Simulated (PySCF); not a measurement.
Al(Cl)2(SMe) (CH3AlCl2S), SMILES C[S][Al]([Cl])[Cl]. Atoms are numbered in the order given.

```xyz
8

Al     0.0130     0.3860     0.0000
Cl     0.9235     2.2711     0.0000
Cl    -2.0852     0.2461     0.0000
S      1.2542    -1.3820     0.0000
C      0.0228    -2.7609     0.0000
H     -1.0100    -2.3908     0.0000
H      0.1926    -3.3715    -0.8966
H      0.1926    -3.3715     0.8966
```
Charge 0, spin multiplicity 1.

Coordinates come from a B3LYP-D3(BJ)/def2-SVP optimisation. Other conformers were not sampled.

Method: M06-2X/def2-TZVP run with PySCF.

Atomic charges (e):

```
atom  Mulliken  meta-Löwdin
----  --------  -----------
Al1       0.47         0.80
Cl2      -0.20          ___
Cl3      -0.22          ___
S4       -0.16          ___
C5       -0.38        -0.37
H6        0.16          ___
H7        0.16          ___
H8        0.16          ___
```

Problem. Some entries are withheld; supply them. (Estimate from the structure and the level; the computed values follow.)

Solution. 
- Cl2, meta-Löwdin: -0.31
- Cl3, meta-Löwdin: -0.33
- S4, meta-Löwdin: -0.20
- H6, meta-Löwdin: 0.13
- H7, meta-Löwdin: 0.14
- H8, meta-Löwdin: 0.14
